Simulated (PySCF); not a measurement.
**Correlation energy of Kr (krypton, neutral)**

[Kr], closed-shell 1S. Calculation: PySCF 2.14, in x2c-QZVPPall with one added diffuse shell each of s, p, d, f type (12s9p6d5f1g, 113 functions); scalar relativity by spin-free X2C-1e. Frozen: [Ar] 3d10; 8 electrons correlated.

MP2 pair energies summed by pair of shells (mhartree):

| pair | energy | share (%) |
| --- | --- | --- |
| 4p-4p | -138.32 | 70.9 |
| 4s-4p | -48.50 | 24.8 |
| 4s-4s | -8.39 | 4.3 |

Total MP2 correlation energy: -195.22 mhartree.

Same-spin part -45.14 and opposite-spin part -150.08 mhartree; SCS-MP2 scales them by 1/3 and 6/5 to -195.14 mhartree.
